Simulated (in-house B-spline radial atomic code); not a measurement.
## I VI (I5+): [Ar] (3d3/2)3 (3d5/2)6 4s2 4p6 (4d3/2)4 (4d5/2)5 5s2 5p2 (with a hole in an inner shell)

All numbers are computed (Dirac-Hartree-Fock, average of the jj configuration; Fermi nucleus of rms radius 4.75 fm) with a B-spline radial code for spherical atoms, not measured.

Screening seen three ways: the hydrogenic charge with the same mean radius, Z_r = [3n² - l(l+1)]/(2<r>), the one with the same energy, Z_e = n√(-2ε), and Slater's rules. Values are occupation-weighted means over j. An effective charge above Z reflects the relativistic contraction of the inner shells.

```csv
shell,electrons,ε (eV),<r> (bohr),Z_r,Z_e,Slater
1s,2,-33485,0.02722,55.11,49.61,52.70
2s,2,-5376.5,0.1165,51.49,39.76,48.85
2p,6,-4838.1,0.1023,48.90,37.71,48.85
3s,2,-1208.9,0.3102,43.51,28.28,41.75
3p,6,-1028.5,0.3081,40.58,26.08,41.75
3d,9,-760.79,0.2855,36.78,22.43,32.20
4s,2,-293.54,0.7218,33.25,18.58,26.10
4p,6,-232.38,0.7666,30.00,16.53,26.10
4d,9,-140.84,0.8553,24.55,12.87,15.20
5s,2,-81.386,1.678,22.34,12.23,10.50
5p,2,-66.709,1.863,19.59,11.07,10.50
```

The least bound orbital is 5p3/2 at -66.02 eV, and it is also the most diffuse (<r> = 1.88 bohr). The part-filled 3d shell lies below the filled 5s shell in orbital energy.

For the 1s electron the small component carries 3.81 % of the norm, the zero-frequency Breit interaction raises the level by 81.91 eV, self-energy by 46.84 eV, and vacuum polarisation lowers it by 6.463 eV.
